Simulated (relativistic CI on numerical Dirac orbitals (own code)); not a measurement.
# Spin-allowed bands of a d3 ion in an octahedral site, by hand

Problem. A d3 ion in an octahedral site has a 4A2 ground term and spin-allowed bands at ν1 = 16400 and ν2 = 24753 cm⁻¹ (from a computed ligand-field model). Find Δ and the Racah parameter B, and predict the third band.

Working.
1. The F term splits into A2 (−1.2Δ), T2 (−0.2Δ) and T1 (+0.6Δ), so ν1 = E(T2) − E(A2) = Δ = 16400 cm⁻¹.
2. T1(F) mixes with T1(P), which lies at 15B, through an element 0.4Δ. The two roots, counted from A2, are ν2,3 = ½(15B + 3Δ) ∓ ½√[(15B − Δ)² + 12BΔ].
3. Solving the lower root for B gives B = (2ν1² + ν2² − 3ν1ν2)/(15ν2 − 27ν1) = -67216591/-71505 = 940 cm⁻¹.
4. The sum of the roots is 15B + 3Δ, so ν3 = 15B + 3ν1 − ν2 = 38547 cm⁻¹ (259 nm).

Check. The bands were computed by exact diagonalisation of the d3 shell with B = 940 and Δ = 16400 cm⁻¹, which gives ν3 = 38547 cm⁻¹. C does not enter the terms of highest spin.
